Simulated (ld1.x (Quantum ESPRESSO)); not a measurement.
**Before and after: RRKJ potential for Ni**

* Element: nickel
* Generator: ld1.x (Quantum ESPRESSO) 7.5
* Type: norm-conserving RRKJ (Kleinman–Bylander form)
* Functional: LDA (PZ)
* Relativity: fully relativistic
* Frozen core: [Ar]
* Valence charge: 10
* Reference configuration: 3d8 4s2 4p0
* Partial waves: 4p (bound, empty): rc 2.45 bohr; 3d (bound): rc 0.85 bohr; 4f channel at -0.1 Ry: rc 1.95 bohr; 4s (bound): rc 1.90 bohr
* Local potential: the s channel
* Core correction: a·sin(br)/r model core, default radius (core density twice the valence density)
* rho0: 0.005

Open shells are filled in proportion to 2j + 1 (rel_dist='average').

Change: all radii but the core radius scaled by about 0.74 (s 1.40, p 1.80, d 0.62, f 1.44 bohr).

Cutoffs: the cutoffs (Ry, on a coarse ladder) from which the occupation-weighted sum of valence levels, in a spherical-Bessel basis at the reference potential, stays within 10 and 1 mRy of its value at 400 Ry; they do not see the model core or the augmentation charge, which bear on the density cutoff. Errors are all-electron minus pseudo energies relative to the spin-unpolarised reference configuration.

**Question.** Predict the effect on cutoff, ghosts and configuration errors.

**Answer.** A bound ghost appears in p, which as a rule spoils a file; of the 7 tests that both files solve, the error grows in 1 and shrinks in 5 by more than 15 % and 0.3 meV (median size 83.1 → 54.2 meV).

```csv
quantity,base,changed
"cutoff, loose",230 Ry,over 300 Ry
"cutoff, tight",300 Ry,over 300 Ry
loose cutoff by channel (10 mRy a level),"d 200 Ry, s 8 Ry","d over 300 Ry, s 35 Ry"
bound ghosts,none,"p3/2, p1/2"
"error for 3d8 4s1 4p0, meV [ΔE 9.60 eV]",-7.9,-0.4
"error for 3d8 4s0 4p0, meV [ΔE 27.26 eV]",-53,-16
"error for 3d7 4s0 4p0, meV [ΔE 65.06 eV]",-444,-516
"error for 3d7 4s2 4p1, meV [ΔE 10.65 eV]",-507,-241
"error for 3d6 4s0 4p0, meV [ΔE 122.92 eV]",-2376,-2658
"error for 3d8.5 4s1.5 4p0, meV [ΔE -1.20 eV]",-83,-54
"error for 3d8 4s0 4p2, meV [ΔE 9.68 eV]",-13,+0.6
```

Changed file: These tests converged, but a pseudo level misses the all-electron one widely, so the file describes the atom poorly there or has found another state: 3d6 4s0 4p0: empty 4s by 6.8 eV (a node warning on the way). A true bound ghost makes a file unfit for plane-wave use even where its test errors are small: the radial tests pick states by their node count and pass the ghost by.
